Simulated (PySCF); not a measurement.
A structure optimised at B3LYP-D3(BJ)/def2-SVP, used in a PySCF frequency run:

```xyz
8

C     -1.0637    -1.8359     0.0000
Ge     0.0625    -0.2646     0.0000
F      1.7351    -0.7342     0.0000
Cl    -0.2181     0.9550     1.7518
Cl    -0.2181     0.9550    -1.7518
H     -0.8507    -2.4288    -0.9005
H     -2.1171    -1.5235     0.0000
H     -0.8507    -2.4288     0.9005
```
Charge 0, spin multiplicity 1.

### Question
Write its SMILES, formula and point group.

### Answer
[CH3][Ge]([F])([Cl])[Cl], CH₃Cl₂FGe, Cs

### Question
What are its rotational constants (standard atomic weights)?

### Answer
2.3534, 1.6968, 1.4224 GHz
